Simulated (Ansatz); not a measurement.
fac-ScBr3(H2O)3 (ScBr₃O₃H₆), 13 atoms. Hardware: 4 threads of Arm Neoverse V1 on a shared host.

Correlated methods freeze 35 core orbitals; core or outer-core shells of Br, Sc are correlated, in sets that lack core-valence functions.

Question: How many basis functions does each of these Ansatz runs have, and roughly what does it cost? PBE0-D4/def2-SVP, charge 0 singlet, relaxation, 6 steps; PBE-D4/def2-SVP, charge 0 singlet, energy, from earlier orbitals; RPA@PBE/def2-TZVP, charge 0 singlet, energy, from earlier orbitals; PBE-D4/def2-TZVP, charge 0 singlet, energy and forces, from earlier orbitals; PBE0-D4/def2-TZVP, charge 0 singlet, energy, from earlier orbitals; r2SCAN-D4/def2-TZVP, charge 0 singlet, energy, from earlier orbitals; r2SCANh-D4/def2-TZVP, charge 0 singlet, energy, from earlier orbitals; PBE0-D4/def2-SVP, charge 0 singlet, energy, from earlier orbitals; BLYP-D4/def2-TZVP, charge 0 singlet, energy, from earlier orbitals; PBE-QIDH/def2-TZVP, charge 0 singlet, energy, from earlier orbitals; MP2/def2-TZVP, charge 0 singlet, energy, from earlier orbitals.

Answer: Other jobs shared the machine, so times can vary by a factor of up to 3. A dash marks memory too small to be measured apart from the calling script's.

```csv
run,functions,fitting or Cholesky vectors,wall time,peak host memory (GiB)
"PBE-D4/def2-SVP, charge 0 singlet, energy, from earlier orbitals",199,2194,4.2 s,–
"PBE0-D4/def2-SVP, charge 0 singlet, energy, from earlier orbitals",199,1962,8 s,0.75
"BLYP-D4/def2-TZVP, charge 0 singlet, energy, from earlier orbitals",318,2293,9.5 s,0.7
"PBE-D4/def2-TZVP, charge 0 singlet, energy and forces, from earlier orbitals",318,2293,10 s,0.7
"r2SCAN-D4/def2-TZVP, charge 0 singlet, energy, from earlier orbitals",318,2293,17 s,0.75
"MP2/def2-TZVP, charge 0 singlet, energy, from earlier orbitals",318,2320,22 s,1.4
"RPA@PBE/def2-TZVP, charge 0 singlet, energy, from earlier orbitals",318,2320,25 s,1.2
"PBE0-D4/def2-TZVP, charge 0 singlet, energy, from earlier orbitals",318,2509,25 s,1.8
"r2SCANh-D4/def2-TZVP, charge 0 singlet, energy, from earlier orbitals",318,2384,28 s,1.8
"PBE-QIDH/def2-TZVP, charge 0 singlet, energy, from earlier orbitals",318,2320,32 s,1.5
"PBE0-D4/def2-SVP, charge 0 singlet, relaxation, 6 steps",199,2133,51 s,0.82
```
